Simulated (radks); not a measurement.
Question: These are the eigenvalues of the occupied orbitals of an atom or ion with whole-number occupations (hartree). Method: scalar-relativistic Kohn-Sham, SCAN, spin-unpolarised, spherical densities, finite nucleus; meta-GGA in the generalised Kohn-Sham scheme; Fermi nuclear charge, rms radius of each element as measured or else 0.836 A^(1/3) + 0.57 fm; computed with a radial shooting solver on a logarithmic mesh with Libxc functionals.

| orbital | eigenvalue |
|---|---|
| 1s | -890.7439 |
| 2s | -131.3205 |
| 2p | -117.7002 |
| 3s | -24.59242 |
| 3p | -20.07152 |
| 3d | -12.92481 |
| 4s | -4.02647 |
| 4p | -2.72318 |
| 4d | -0.85804 |
| 5d | -0.14491 |

Which element is it, and in what charge state? The configuration may be excited.

Answer: Z = 46, palladium, charge +1: Pd+ in [Ar] 3d10 4s2 4p5 4d9 5d1. The list shows which subshells hold electrons but not how many an open one holds; the 1s level, -890.74 hartree, gives Z - s = 42.2 by -(Z - s)^2/2, which with screening and relativity narrows Z to a few neighbours, and the depths of the outer levels then fix element, charge and occupations together.
